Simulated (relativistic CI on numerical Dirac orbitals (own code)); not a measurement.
# Ba⁴⁴⁺: sensitivity of the levels to the model

Base calculation: Dirac-Coulomb-Breit CI, orbitals from a KLI potential per configuration, model QED (radiative potential, 1s self-energy scaled to tabulated hydrogen-like ionisation energies), unscaled Slater integrals.

CI space (outside the closed core [Ne]): 3s², 3s3p, 3p², 3s3d, 3d², 3p3d, 3p4s, 3d4s, 3s4s, 3s4p, 3s4d, 3s4f, 3s5s, 3s5p, 3s5d, 3s5f. Levels of other configurations are missing.

The lowest level and the first level of each name with at least 55 % of one term (blank where a level has no safe partner in the second run):

```tsv
Level	Base (eV)	Shift (eV)
3s² ¹S0	0.000	0.000
3s3p ³P°0	91.135	+1.699
3s3p ³P°1	100.771	+1.700
3s3p ³P°2	191.125	+1.539
3s3p ¹P°1	218.943	+1.563
3p² ³P0	219.750	+3.416
3p² ¹D2	309.267	+3.066
3p² ³P1	310.257	+3.278
3s3d ³D1	342.969	+1.774
3s3d ³D2	348.328	+1.849
3s3d ³D3	365.274	+1.710
3s3d ¹D2	376.212	+2.021
3p² ¹S0	430.254	+3.109
3p3d ³F°2	441.550	+3.512
```

At this charge energies of transitions that change n are usually good to better than 1 %, and those within a shell (Δn = 0) to a few per cent.

**Question.** One thing was changed in a second run, which moved the levels as shown. Which?
A. Breit term removed
B. QED terms removed
C. configuration mixing switched off

**Answer.** B. QED terms removed. QED shifts follow the density of s (and p1/2) electrons at the nucleus, so configurations move by their count of such electrons; where none moves, the smaller shifts of p3/2 electrons and of j = l + 1/2 against j = l − 1/2 set the pattern.

LS names give the leading component of a level, which can be under half, so a name can repeat, a term be missing and a line seem to break the LS rules.
